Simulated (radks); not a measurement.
The table gives one normalised radial function P(r) = r R(r) of V2+ in [Ne] 3s1 3p6 3d4 (r in bohr). Method: non-relativistic Kohn-Sham, TPSS, spin-polarised, spherical densities, point nucleus; open shells are filled with parallel spins first; meta-GGA in the generalised Kohn-Sham scheme; computed with a radial shooting solver on a logarithmic mesh with Libxc functionals.

r	P
0.005179	0.0094
0.005839	0.0119
0.006637	0.0152
0.007483	0.0191
0.008505	0.0244
0.009589	0.0307
0.01081	0.0384
0.01229	0.0488
0.01385	0.0610
0.01575	0.0771
0.01775	0.0958
0.02002	0.1188
0.02275	0.1488
0.02565	0.1831
0.02916	0.2275
0.03287	0.2775
0.03706	0.3369
0.04212	0.4117
0.0475	0.4936
0.05398	0.5942
0.06086	0.7014
0.06917	0.8290
0.07799	0.9597
0.08794	1.0989
0.09995	1.2527
0.1127	1.3969
0.1281	1.5433
0.1444	1.6655
0.1628	1.7642
0.1851	1.8336
0.2086	1.8563
0.2371	1.8286
0.2674	1.7517
0.3039	1.6172
0.3426	1.4481
0.3863	1.2478
0.4391	1.0154
0.495	0.7970
0.5626	0.5813
0.6344	0.4077
0.7153	0.2680
0.8129	0.1586
0.9166	0.0897
1.042	0.0444
1.175	0.0208
1.324	0.0087
1.505	0.0030
1.697	0.0010
1.929	0.0002
2.175	0.0001
2.472	0.0000
2.787	0.0000
3.142	0.0000
3.571	0.0000
4.026	0.0000
4.576	0.0000
5.16	0.0000

Which n and l does it have? It may be an empty orbital.

Answer. n = 2, l = 1: the number of nodes gives n - l - 1 = 0, the rise at small r (about r^(l+1)) gives l, and the extent must fit the shell. The curve is that of 2p down; the table hardly tells the two spins apart. 2p down: eigenvalue -520.63 eV, 0 radial nodes, <r> = 0.275 bohr, 90 % of the charge inside 0.450 bohr.
